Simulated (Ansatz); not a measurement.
The cluster AgGe2, relaxed as a doublet with UKS PBE-D4/def2-TZVP in Ansatz, starting from the GFN2-xTB geometry. Force threshold 0.02 eV/Å.

In the def2 sets Ag takes a core potential; there is no spin–orbit coupling. The relaxation made no stability test and no search for a lower SCF solution. The structure comes from a short search, and lower isomers may exist.

Start:

| atom | x (Å) | y (Å) | z (Å) |
| --- | --- | --- | --- |
| Ag1 | 0.948 | 0.505 | -0.991 |
| Ge2 | -1.348 | 0.005 | -0.207 |
| Ge3 | 0.401 | -0.510 | 1.199 |

Q: Estimate the energy that the relaxation releases and the steps that it takes.

A: 3.5 kJ/mol, in 3 steps; 3.9 s on 4 threads of Arm Neoverse V2 on a shared host. No frequencies were taken in this run, so the end may be a saddle point.

Q: Does the start keep its bonding and symmetry?

A: By distances, no bond broke or formed. The bond that changes most is Ag1–Ge3, from 2.47 to 2.56 Å (atoms count from 1). Point group C2v at the start, C2v at the end, both within 0.05 Å.

Q: Predict the relaxed structure.

A: 
Cartesian coordinates in Å:
```
Ag 0.987 0.526 -1.034
Ge -1.370 -0.005 -0.189
Ge 0.383 -0.521 1.222
```
Bond lengths: 2 × Ag–Ge 2.56 Å; 1 × Ge–Ge 2.31 Å.
